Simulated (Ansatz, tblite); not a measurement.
Isomers of Mg2S2 (singlet), found by a short tight-binding search and relaxed with r2SCAN-D4/def2-TZVP in Ansatz.

The xTB rows come from tblite. HSE06 is defined as in plane-wave codes, on full-range PBE exchange. Correlated methods freeze 12 core orbitals; core or outer-core shells of Mg are correlated, in sets that lack core-valence functions.

Run but left out: HF/def2-TZVPP (A: restricted singlet, unstable towards broken spin symmetry).

A: The restricted singlet is unstable towards broken spin symmetry in Hartree–Fock (as tested in another run); at PBE-D4/def2-TZVP, r2SCAN-D4/def2-TZVP, PBE0-D4/def2-TZVP, HSE06-D4/def2-TZVP and others this wasn't settled. At CCSD(T)/def2-TZVPP the restricted singlet (for correlated methods, its reference) is unstable: a solution with broken spin symmetry lies lower.

Other spin states were run for one of them alone.

A:

Cartesian coordinates in Å:
```
Mg -0.307 -1.553 0.304
Mg 0.263 0.338 -1.554
S 1.082 0.425 0.764
S -1.037 0.790 0.485
```

B:

| atom | x (Å) | y (Å) | z (Å) |
| --- | --- | --- | --- |
| Mg1 | 0.569 | 1.120 | 0.367 |
| Mg2 | -0.569 | -1.120 | -0.367 |
| S3 | -0.248 | 0.701 | -1.751 |
| S4 | 0.248 | -0.701 | 1.751 |

Q: Estimate which lies lowest at each level, and how far above it the others are (kJ/mol).

A: 
| level | A | B |
| --- | --- | --- |
| GFN1-xTB | 154.7 | 0.0 |
| GFN2-xTB | 119.1 | 0.0 |
| PBE-D4/def2-TZVP | 193.0 | 0.0 |
| r2SCAN-D4/def2-TZVP | 230.8 | 0.0 |
| PBE0-D4/def2-TZVP | 214.2 | 0.0 |
| HSE06-D4/def2-TZVP | 212.8 | 0.0 |
| ωB97X-V/def2-TZVP | 249.2 | 0.0 |
| MP2/def2-TZVPP | 231.7 | 0.0 |
| CCSD/def2-TZVPP | 225.8 | 0.0 |
| CCSD(T)/def2-TZVPP | 210.7 | 0.0 |
Point groups (tolerance 0.1 Å): A C2v, B D2h. Lower isomers may exist.
